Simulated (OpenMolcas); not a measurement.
**d9 ions of charge +2 down a group with 6 chloride ligands in octahedral coordination**

```json
{"Program": "OpenMolcas", "Method": "SS-CASPT2, IPEA 0.25 Eh, imaginary shift 0.1 Eh", "Spin-orbit coupling": "RASSI with atomic mean-field integrals over the reference wave functions"}
```

The d shell is active; CASPT2 correlates the ligand valence shells and the outer metal core. Anionic complexes are neutralised by point charges behind the ligands. Distances were set from a Shannon-type radius of the metal (high-spin where two are listed) plus a fixed donor radius (Cl 1.76 Å). Ligand basis ANO-RCC-VDZP, DKH2 Hamiltonian. States (labels of O, the rotations of Oh). Energies in cm-1 above the lowest state or level, χT in cm3 K/mol; 10Dq is the gap between the two states. Spin-only χT is S(S+1) / 2 for the spin of the ground state.

```json
{"Ion": "Cu2+", "Shell": "3d9", "R (Å)": "2.49", "Metal basis": "ANO-RCC-VDZP", "Outer charge (e at Å behind ligand)": "0.67 at 2.6", "Ground state": "2E", "First state of that spin": "2T2 4660", "10Dq": "4659", "First gap with spin-orbit (degeneracies)": "4020 (4, 2)", "χT at 300 K": "0.680", "Spin-only χT": "0.375"}
{"Ion": "Ag2+", "Shell": "4d9", "R (Å)": "2.7", "Metal basis": "ANO-RCC-VDZP", "Outer charge (e at Å behind ligand)": "0.67 at 2.6", "Ground state": "2E", "First state of that spin": "2T2 9070", "10Dq": "9068", "First gap with spin-orbit (degeneracies)": "7730 (4, 2)", "χT at 300 K": "0.626", "Spin-only χT": "0.375"}
```

|10Dq| changes by a factor of 9068 / 4659 = 1.95 from Cu2+ to Ag2+.

χT departs most from the spin-only value for Cu2+, by +0.305 cm3 K/mol.

Over all roots computed the reference weight is 0.67 in Cu2+, 0.67 in Ag2+; a low but even weight reflects the number of correlated electrons. An orbital doublet at a regular site is open to a Jahn-Teller distortion, which this geometry leaves out. Ligand-to-metal charge-transfer states are missing. A single d shell leaves out the double-shell effect, which counts most for late 3d ions, where the CASPT2 field can be off either way by tens of per cent (holds for Cu2+). With one d shell and no ligand orbital active, 10Dq can be off by tens of per cent for divalent 3d ions, low with halides held by bare charges and at times high in hosts, and the orbital part of g and χT goes as 1/10Dq (holds for Cu2+). Free-ion shares, where given, are those of the reference states; single-state CASPT2 does not remix them (holds for Cu2+). With one d shell and no ligand orbital active, 10Dq can be off by a tenth or more (holds for Ag2+). No measured value stands beside these numbers; the geometry is a model, was not optimised and need not be the one that this ion takes.
